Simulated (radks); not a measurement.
Results of a calculation; reference values are marked as such.
Problem. Ionisation of Mo+, [Kr] 4d5, to Mo2+, [Kr] 4d4, under several functionals. Scalar-relativistic Kohn-Sham, spin-polarised, spherical densities, finite nucleus; open shells are filled with parallel spins first (spin-orbit coupling, left out, can overturn this in heavy ions); a radial shooting solver on a logarithmic mesh with Libxc functionals. Known Delta-SCF values: MS2 meta-GGA 16.492 eV; r2SCAN 16.710 eV. What does SCAN give, and what is its highest occupied eigenvalue?

Solution. 16.680 eV by Delta-SCF; the 4d eigenvalue is -11.579 eV. NIST: 16.2 eV (semi-empirical).
